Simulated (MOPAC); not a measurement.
MOPAC input (PM7):

```
PM7 FORCE THERMO(298,298) PRECISE LET CHARGE=1 GEO-OK AUX(PRECISION=9) THREADS=1
C2H9GeO

C    -2.87990779 1   -0.57957912 1   -0.10583407 1
C    -1.63391545 1   -0.04411976 1    0.53033046 1
O    -0.49330206 1   -0.37211489 1   -0.33204428 1
Ge    1.22402583 1    0.24370370 1    0.01347188 1
H    -3.77270865 1   -0.34016552 1    0.50978422 1
H    -2.88718926 1   -1.67729079 1   -0.20627532 1
H    -3.08910643 1   -0.14404437 1   -1.09683850 1
H    -1.59216543 1    1.06493819 1    0.58899284 1
H    -1.36945968 1   -0.52714392 1    1.49551893 1
H    -0.73816916 1   -0.94619628 1   -1.09745212 1
H     1.92772936 1   -0.53484920 1   -1.06777407 1
H     1.03108150 1    1.71861952 1   -0.21385494 1
H     1.40967609 1   -0.22763193 1    1.42992052 1
```

From the output:

```
     H   13   2.549350

          HEAT OF FORMATION =     116.036297 KCALS/MOLE

          ZERO POINT ENERGY      58.747 KCAL/MOL

           NORMAL COORDINATE ANALYSIS (Total motion = 1 Angstrom)

   Root No.       1         2         3         4         5         6         7         8

                 1 A       2 A       3 A       4 A       5 A       6 A       7 A       8 A

                  19.9      47.9     150.0     170.3     291.4     323.4     505.7     509.9

           1   -0.0015   -0.0006    0.0039    0.0404   -0.0789   -0.0027    0.0044    0.0008
           2   -0.0014   -0.0041   -0.0053   -0.0356   -0.0865   -0.0010    0.0064    0.0006
           3   -0.0416   -0.0276   -0.0044    0.0039    0.0002    0.0088   -0.0001   -0.0005
           4   -0.0016   -0.0006    0.0037    0.0378   -0.0748   -0.0027    0.0043    0.0007
           5    0.0003    0.0014    0.0067    0.0593    0.0217    0.0005   -0.0339   -0.0035
           6    0.0480   -0.0004   -0.0269    0.0108   -0.0028    0.0162    0.0003   -0.0043
           7   -0.0025   -0.0047   -0.0054   -0.0276   -0.0403    0.0070   -0.0227   -0.0009
           8    0.0006    0.0027    0.0096    0.0786    0.0143   -0.0019   -0.0083   -0.0014
           9    0.0326    0.0536    0.0257   -0.0119   -0.0102   -0.0820    0.0009   -0.0305
          10    0.0012    0.0013   -0.0003   -0.0096    0.0395    0.0004    0.0036   -0.0003
          11    0.0001   -0.0001   -0.0022   -0.0204    0.0118    0.0003    0.0092    0.0012
          12   -0.0080   -0.0068   -0.0003   -0.0001    0.0031    0.0043   -0.0006    0.0113
          13   -0.0012    0.0030    0.0125    0.1084    0.0181   -0.0005   -0.0411   -0.0038
          14   -0.0016   -0.0063   -0.0051   -0.0623   -0.1251   -0.0022    0.0253    0.0025
          15   -0.0455   -0.0895    0.2491   -0.0332   -0.0012    0.0220   -0.0002   -0.0011
          16    0.0524    0.0150   -0.0148    0.0141   -0.1239    0.0127    0.0246    0.0022
          17   -0.0192    0.0410   -0.2136   -0.0349   -0.1235   -0.0217    0.0255    0.0023
          18   -0.0774   -0.0122   -0.1021    0.0170    0.0052   -0.0124   -0.0013   -0.0008
          19   -0.0560   -0.0196    0.0148    0.0036   -0.1220   -0.0217    0.0256    0.0036
          20    0.0147   -0.0523    0.1927   -0.0919   -0.1269    0.0120    0.0253    0.0025
          21   -0.0775   -0.0107   -0.1073    0.0166   -0.0010   -0.0108    0.0012   -0.0005
          22   -0.0558   -0.0148    0.0197    0.0539   -0.0652   -0.0090    0.0050    0.0058
          23    0.0278   -0.0295   -0.0257    0.0978    0.0358    0.0242   -0.0302    0.0120
          24    0.0871   -0.0073   -0.0489    0.0222   -0.0007    0.0287   -0.0015   -0.0006
          25    0.0533    0.0162   -0.0064    0.0637   -0.0687    0.0023    0.0058   -0.0047
          26   -0.0260    0.0357    0.0455    0.0662    0.0238   -0.0237   -0.0285   -0.0187
          27    0.0872   -0.0079   -0.0495    0.0186   -0.0013    0.0281    0.0016   -0.0004
          28   -0.0046   -0.0121   -0.0082   -0.0405   -0.0206   -0.0567   -0.0444   -0.0060
          29    0.0004    0.0067    0.0096    0.0577    0.0230    0.0243   -0.0371   -0.0039
          30    0.0480    0.1415    0.0515   -0.0231   -0.0350    0.6165    0.0021   -0.0036
          31   -0.0171    0.0180    0.0093    0.0910    0.0235    0.0035    0.3144   -0.0119
          32    0.0159   -0.0248   -0.0025   -0.0077    0.0068    0.0021    0.0348   -0.0168
          33    0.1064   -0.1783   -0.0090    0.0078    0.0036    0.0105    0.0317   -0.1025
          34    0.0650   -0.0077    0.0104   -0.0439   -0.0106   -0.0478   -0.1379    0.3907
          35   -0.0997    0.1555    0.0047   -0.0413   -0.0092   -0.0266   -0.1071    0.0953
          36   -0.0527    0.0456    0.0001   -0.0005    0.0032    0.0015   -0.0077   -0.0481
          37   -0.0429   -0.0034   -0.0176   -0.0513   -0.0045    0.0427   -0.1584   -0.3563
          38    0.0842   -0.1327   -0.0136   -0.0480   -0.0077    0.0235   -0.1121   -0.1042
          39   -0.0920    0.0870   -0.0009   -0.0016   -0.0023    0.0064   -0.0023   -0.1153

   Root No.       9        10        11        12        13        14        15        16

                 9 A      10 A      11 A      12 A      13 A      14 A      15 A      16 A

                 575.9     736.5     753.1     756.3     860.9     885.8    1056.4    1078.9

           1   -0.0235   -0.0008   -0.0000   -0.0024    0.0000   -0.0157    0.0097   -0.0025
           2   -0.0193   -0.0042    0.0001    0.0001   -0.0000   -0.0436    0.0527   -0.0017
           3   -0.0001   -0.0000    0.0002   -0.0001    0.0143    0.0000   -0.0017   -0.0284
           4   -0.0220   -0.0039    0.0000   -0.0011    0.0001   -0.0199   -0.0121    0.0024
           5    0.0277   -0.0274    0.0002    0.0016   -0.0001   -0.0850   -0.0655    0.0036
           6    0.0005   -0.0007    0.0002    0.0005    0.0399    0.0006    0.0021    0.0503
           7    0.1005   -0.0262    0.0011    0.0141   -0.0007    0.0422    0.0055    0.0005
           8   -0.0045    0.0157   -0.0002   -0.0012    0.0006    0.0881    0.0400   -0.0011
           9    0.0061   -0.0025   -0.0031    0.0012   -0.0097    0.0006   -0.0005   -0.0197
          10   -0.0185   -0.0024    0.0011    0.0030    0.0001   -0.0005    0.0009    0.0001
          11    0.0013   -0.0036   -0.0008   -0.0086   -0.0000   -0.0006   -0.0005   -0.0001
          12   -0.0017   -0.0001   -0.0092    0.0012   -0.0000   -0.0001    0.0001   -0.0001
          13    0.0634   -0.0518    0.0010    0.0097   -0.0036   -0.2497    0.2561   -0.0111
          14   -0.0587    0.0165   -0.0004   -0.0053    0.0005    0.0564   -0.0715    0.0040
          15    0.0005    0.0005   -0.0015   -0.0005   -0.0716    0.0005    0.0019    0.0548
          16   -0.0667    0.0170    0.0027   -0.0066    0.1663    0.0712   -0.1219   -0.1146
          17   -0.0602    0.0157   -0.0009   -0.0054   -0.0033    0.0554   -0.0838    0.0078
          18    0.0027   -0.0007   -0.0020   -0.0003   -0.0828   -0.0005    0.0030    0.0466
          19   -0.0697    0.0210   -0.0037   -0.0094   -0.1632    0.0765   -0.1134    0.1178
          20   -0.0596    0.0154   -0.0003   -0.0054    0.0036    0.0545   -0.0832   -0.0040
          21   -0.0037    0.0024   -0.0020   -0.0014   -0.0823    0.0014    0.0022    0.0479
          22   -0.0345    0.0088    0.0039   -0.0012    0.1714    0.0145   -0.0284   -0.0936
          23    0.0088    0.0010    0.0010   -0.0050   -0.1034    0.0054   -0.0860   -0.2532
          24    0.0005    0.0033   -0.0016   -0.0025   -0.1122    0.0098   -0.0077   -0.0332
          25   -0.0354    0.0107   -0.0051   -0.0050   -0.1699    0.0182   -0.0258    0.0996
          26    0.0234   -0.0059   -0.0011   -0.0004    0.1020    0.0108   -0.0698    0.2602
          27   -0.0071   -0.0002   -0.0022   -0.0005   -0.1119   -0.0096    0.0046   -0.0337
          28    0.1365   -0.0322   -0.0007    0.0129   -0.0030    0.0491   -0.0617   -0.0153
          29    0.0442    0.0009   -0.0002   -0.0026   -0.0042    0.0616   -0.0482   -0.0172
          30    0.0032   -0.0015    0.0118    0.0017   -0.0243    0.0003   -0.0051   -0.0250
          31    0.2348    0.2379   -0.0647    0.0386    0.0012   -0.1052   -0.0294   -0.0002
          32    0.0283    0.0394    0.0601    0.0470   -0.0006   -0.0099   -0.0012    0.0003
          33    0.0197    0.0343    0.4444    0.0185   -0.0040   -0.0128   -0.0042    0.0014
          34    0.0452    0.2168    0.0323   -0.2398    0.0011   -0.0454    0.0006    0.0037
          35   -0.0246    0.1554    0.2091    0.3375   -0.0034   -0.0296   -0.0042    0.0028
          36   -0.0141    0.0074    0.0983    0.1354   -0.0015   -0.0002   -0.0023   -0.0008
          37    0.0060    0.2194   -0.0597   -0.1943    0.0049   -0.0387    0.0035    0.0001
          38   -0.0272    0.1484   -0.2064    0.2620    0.0028   -0.0262   -0.0011   -0.0010
          39    0.0192    0.0109    0.1619   -0.2622   -0.0000   -0.0014    0.0044    0.0000

   Root No.      17        18        19        20        21        22        23        24

                17 A      18 A      19 A      20 A      21 A      22 A      23 A      24 A

                1154.8    1158.4    1236.0    1246.4    1278.7    1304.3    1356.7    1389.8

           1    0.1116   -0.0057   -0.0009   -0.0184   -0.0167   -0.0070   -0.0507    0.0126
           2   -0.0022   -0.0009   -0.0006   -0.0232    0.0276    0.0051    0.0077    0.0002
           3   -0.0066   -0.0527   -0.0386    0.0005   -0.0006   -0.0001   -0.0004   -0.0002
           4   -0.1113    0.0059    0.0008    0.0097    0.0105   -0.0218    0.0267    0.0474
           5   -0.0091    0.0017   -0.0005   -0.0164   -0.0361    0.0121   -0.0071   -0.0018
           6    0.0076    0.0396   -0.0010    0.0014    0.0015    0.0012    0.0015    0.0017
           7   -0.0189    0.0013   -0.0003   -0.0078   -0.0105   -0.0094   -0.0114   -0.0176
           8   -0.0129    0.0007   -0.0001   -0.0031   -0.0176    0.0000    0.0027    0.0014
           9   -0.0021    0.0047    0.0004   -0.0010   -0.0010   -0.0011   -0.0012   -0.0015
          10    0.0005   -0.0001   -0.0000   -0.0001    0.0003   -0.0002   -0.0001    0.0000
          11    0.0011   -0.0001    0.0000    0.0002    0.0003    0.0003    0.0003    0.0004
          12    0.0000    0.0001    0.0000   -0.0000    0.0000   -0.0001   -0.0000   -0.0000
          13    0.0734   -0.0051    0.0034    0.1769   -0.0175   -0.0201    0.1354   -0.1145
          14   -0.0072    0.0012    0.0039   -0.0848    0.0190    0.0075   -0.0608    0.0522
          15    0.0076    0.0293    0.3976   -0.0036   -0.0016   -0.0019    0.0012   -0.0012
          16    0.0708   -0.1843    0.1229   -0.0437   -0.0582   -0.0264    0.1733   -0.1258
          17    0.0001   -0.0057    0.2245    0.2205   -0.0862   -0.0222   -0.0239   -0.0404
          18   -0.0007    0.0491    0.0361    0.1371   -0.0321   -0.0058   -0.1145    0.0528
          19    0.1143    0.1757   -0.1279   -0.0380   -0.0544   -0.0228    0.1760   -0.1232
          20   -0.0011    0.0082   -0.2168    0.2231   -0.0836   -0.0196   -0.0209   -0.0406
          21    0.0147    0.0475    0.0367   -0.1433    0.0352    0.0071    0.1159   -0.0509
          22   -0.0706    0.2173    0.0161    0.0296    0.1301    0.2259   -0.0628   -0.1107
          23    0.0351    0.0922    0.0167    0.0324    0.2088   -0.1632   -0.0514   -0.0889
          24    0.0216   -0.0347   -0.0037    0.0126    0.0531   -0.1981    0.0177    0.0382
          25   -0.1025   -0.2100   -0.0109    0.0310    0.1265    0.2294   -0.0609   -0.1077
          26    0.0478   -0.1002   -0.0165    0.0407    0.2122   -0.1541   -0.0426   -0.0784
          27   -0.0322   -0.0304   -0.0023   -0.0135   -0.0548    0.1994   -0.0181   -0.0384
          28    0.1864   -0.0109    0.0032    0.0800    0.1093    0.1206    0.1161    0.1476
          29    0.1923   -0.0099    0.0031    0.0764    0.0952    0.1317    0.1301    0.1641
          30    0.0097    0.0151   -0.0005    0.0060    0.0047    0.0059    0.0053    0.0070
          31    0.0042    0.0003   -0.0001    0.0009   -0.0012    0.0017    0.0018    0.0023
          32   -0.0015    0.0000    0.0000   -0.0006   -0.0017   -0.0008   -0.0006   -0.0018
          33    0.0014   -0.0003    0.0002    0.0004    0.0002    0.0007    0.0005    0.0008
          34   -0.0092   -0.0012   -0.0002   -0.0019   -0.0073   -0.0017   -0.0014   -0.0019
          35   -0.0001   -0.0016   -0.0000   -0.0005   -0.0029   -0.0012    0.0003    0.0006
          36    0.0014   -0.0003   -0.0003    0.0004    0.0001    0.0006    0.0004    0.0007
          37   -0.0097    0.0020    0.0001   -0.0024   -0.0082   -0.0029   -0.0018   -0.0021
          38   -0.0017    0.0006   -0.0003   -0.0010   -0.0034   -0.0021   -0.0003   -0.0001
          39   -0.0040    0.0003   -0.0001   -0.0008   -0.0015   -0.0001   -0.0011   -0.0016

   Root No.      25        26        27        28        29        30        31        32

                25 A      26 A      27 A      28 A      29 A      30 A      31 A      32 A
```

The dipole moment of an ion depends on the origin.
